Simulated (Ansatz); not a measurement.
Species: H3B, SMILES `B` (charge 0, multiplicity 1).

Question: Give a relaxed geometry from CAM-B3LYP-D3(BJ)/def2-TZVP in Ansatz (a quantum-chemistry and plane-wave program).

Answer: the end point of this relaxation (outside a Z-matrix the atoms follow the SMILES, hydrogens last).
Cartesian coordinates (Å) in one orientation:
```xyz
4

B      0.000     0.000     0.000
H     -0.841    -0.840     0.000
H     -0.308     1.148    -0.001
H      1.148    -0.308     0.001
```
